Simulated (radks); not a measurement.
Results of a calculation; reference values are marked as such.
All-electron atom: the niobium ion Nb27+ in [Ne] 3s2 3p2. Level of theory: scalar-relativistic Kohn-Sham, PBE, spin-polarised, spherical densities, point nucleus; open shells are filled with parallel spins first (spin-orbit coupling, left out, can overturn this in heavy ions) (a radial shooting solver on a logarithmic mesh with Libxc functionals).

Normalised radial functions P(r) = r R(r), r in bohr:

r,2s down,3s up
0.001703,0.3108,0.1523
0.001905,0.3428,0.1680
0.002131,0.3778,0.1851
0.002365,0.4131,0.2023
0.002645,0.4541,0.2224
0.002958,0.4985,0.2441
0.003283,0.5428,0.2658
0.003672,0.5938,0.2907
0.004107,0.6483,0.3173
0.004593,0.7061,0.3456
0.005097,0.7625,0.3731
0.005701,0.8259,0.4040
0.006377,0.8915,0.4359
0.007075,0.9538,0.4661
0.007914,1.0214,0.4988
0.008852,1.0882,0.5310
0.009901,1.1527,0.5619
0.01099,1.2087,0.5886
0.01229,1.2627,0.6139
0.01374,1.3072,0.6342
0.01525,1.3371,0.6472
0.01706,1.3536,0.6530
0.01908,1.3495,0.6481
0.02134,1.3205,0.6303
0.02368,1.2670,0.6001
0.02649,1.1764,0.5505
0.02963,1.0473,0.4811
0.03287,0.8898,0.3974
0.03677,0.6773,0.2856
0.04113,0.4197,0.1512
0.046,0.1185,-0.0043
0.05104,-0.1963,-0.1646
0.05709,-0.5654,-0.3492
0.06386,-0.9544,-0.5382
0.07085,-1.3198,-0.7082
0.07925,-1.7000,-0.8727
0.08864,-2.0456,-1.0025
0.09915,-2.3341,-1.0809
0.11,-2.5324,-1.0932
0.1231,-2.6545,-1.0277
0.1376,-2.6709,-0.8714
0.1527,-2.5893,-0.6428
0.1708,-2.4039,-0.3136
0.1911,-2.1347,0.0837
0.2137,-1.8076,0.5195
0.2371,-1.4797,0.9245
0.2652,-1.1306,1.3192
0.2967,-0.8132,1.6284
0.3292,-0.5643,1.8068
0.3682,-0.3549,1.8618
0.4118,-0.2058,1.7746
0.4606,-0.1091,1.5676
0.5111,-0.0554,1.3038
0.5717,-0.0240,0.9895
0.6395,-0.0092,0.6899
0.7096,-0.0033,0.4546
0.7936,-0.0010,0.2633
0.8877,-0.0002,0.1365
0.9929,0.0000,0.0627
1.102,0.0000,0.0269
1.232,0.0000,0.0094

2s down: eigenvalue -3907.5 eV, 1 radial node at r = 0.0479 bohr, <r> = 0.156 bohr, 90 % of the charge inside 0.240 bohr. 3s up: eigenvalue -1486.1 eV, 2 radial nodes at r = 0.0459, 0.187 bohr, <r> = 0.385 bohr, 90 % of the charge inside 0.558 bohr.
